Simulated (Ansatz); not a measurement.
Reaction (isomerisation): `OCCC[SiH3]` → `C[SiH](C)CO`

Computed with Ansatz on PBE0-D4/def2-TZVP structures; ΔE is electronic, products minus reactants. CCSD(T)/CBS adds triple-zeta CCSD(T) − MP2 to the extrapolated MP2 energy (def2 sets, frozen cores). DFT in def2-TZVPP. B3LYP here is the variant with VWN-RPA as its local correlation; programs differ in this. One conformer a species, not always the lowest.

`OCCC[SiH3]`:

```xyz
15

O    -0.779    0.092   -1.999
C    -0.815    0.944   -0.872
C     0.563    0.972   -0.251
C     1.068   -0.402    0.183
Si    0.032   -1.277    1.484
H    -1.667    0.010   -2.353
H    -1.550    0.583   -0.137
H    -1.108    1.963   -1.159
H     0.534    1.655    0.605
H     1.259    1.407   -0.977
H     1.140   -1.060   -0.688
H     2.082   -0.313    0.587
H    -1.299   -1.695    0.965
H     0.740   -2.496    1.959
H    -0.199   -0.382    2.654
```

`C[SiH](C)CO`:

Cartesian coordinates in Å:
```
C 0.742 -0.136 1.567
Si 0.323 0.409 -0.178
C 1.178 -0.674 -1.444
C -1.554 0.312 -0.419
O -2.292 1.014 0.577
H 1.822 -0.096 1.734
H 0.414 -1.162 1.752
H 0.279 0.513 2.315
H 0.757 1.826 -0.354
H 0.929 -0.364 -2.462
H 0.884 -1.720 -1.329
H 2.265 -0.618 -1.336
H -1.823 0.771 -1.375
H -1.877 -0.738 -0.486
H -2.047 0.663 1.437
```

Q: Is it downhill or uphill in electronic energy at CCSD(T)/CBS, and by how much? (Estimate.)

A: The calculation gave: Downhill: ΔE = -14.9 kcal/mol.

Q: What do these levels give: PBE0-D4, B3LYP-D4, ωB97M-V, r2SCAN, B3LYP, HF/def2-TZVPP, MP2/def2-TZVPP, SCS-MP2/def2-TZVPP, HF/def2-QZVPP, MP2/def2-QZVPP, HF/CBS(def2), CCSD/CBS(def2)? (Estimate.)

A: Computed: PBE0-D4 -15.4, B3LYP-D4 -15.5, ωB97M-V -15.7, r2SCAN -16.7, B3LYP -15.9, HF/def2-TZVPP -12.7, MP2/def2-TZVPP -14.8, SCS-MP2/def2-TZVPP -13.7, HF/def2-QZVPP -12.8, MP2/def2-QZVPP -15.2, HF/CBS(def2) -12.8, CCSD/CBS(def2) -14.7 kcal/mol.

Largest T1 diagnostic among the species: 0.010.

In def2-TZVPP, CCSD(T) changes the Hartree–Fock value by −1.4 kcal/mol (the triples alone add −0.2 kcal/mol) and MP2 by −2.0 kcal/mol. From PBE to PBE0 (25 % exact exchange), in def2-TZVPP and without D4, ΔE moves by +0.7 kcal/mol.
